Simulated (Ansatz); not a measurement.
Reactions of `N[SiH]([SiH3])Br`.

Program: Ansatz. Geometries: PBE0-D4/def2-TZVP. ΔE: electronic, gas phase. CCSD(T)/CBS adds triple-zeta CCSD(T) − MP2 to the extrapolated MP2 energy (def2 sets, frozen cores). This one scheme is used for every species, atoms too. Open shells (•) are unrestricted, without spin–orbit coupling. Spin–orbit coupling would lower the free atoms: clearly for Br. Bonds to Br are less sure, by a few kJ/mol each and by 10 to 20 or more in all where they break to atoms, as the def2 sets lack core-valence functions. Scalar relativity is left out up to krypton. Each species was taken in one conformer, which may not be the lowest.

(1) Order these by ΔE at CCSD(T)/CBS, lowest first. (An estimate is asked.)
A. `N[SiH]([SiH3])Br` → Br• + `N[SiH][SiH3]`•
B. `N[SiH]([SiH3])Br` + HBr → `[SiH3][SiH](Br)Br` + NH₃
C. `N[SiH]([SiH3])Br` → `N[SiH3]` + `[SiH]Br`
D. `N[SiH]([SiH3])Br` → `N[SiH]Br`• + `[SiH3]`•
E. `N[SiH]([SiH3])Br` + H₂O → `N[SiH](O)Br` + SiH₄
F. `N[SiH]([SiH3])Br` + `O[SiH3]` → `N[SiH]([SiH3])O[SiH3]` + HBr
G. `N[SiH]([SiH3])Br` + HCl → `N[SiH]([SiH3])Cl` + HBr
H. `N[SiH]([SiH3])Br` + H₂ → `N[SiH2][SiH3]` + HBr

Largest T1 diagnostic: 0.016, for `N[SiH][SiH3]`•.

## Answers

(1) E (-108.6 kJ/mol), B (-38.6 kJ/mol), F (-10.9 kJ/mol), G (+0.4 kJ/mol), H (+96.0 kJ/mol), C (+211.1 kJ/mol), D (+335.5 kJ/mol), A (+422.8 kJ/mol).
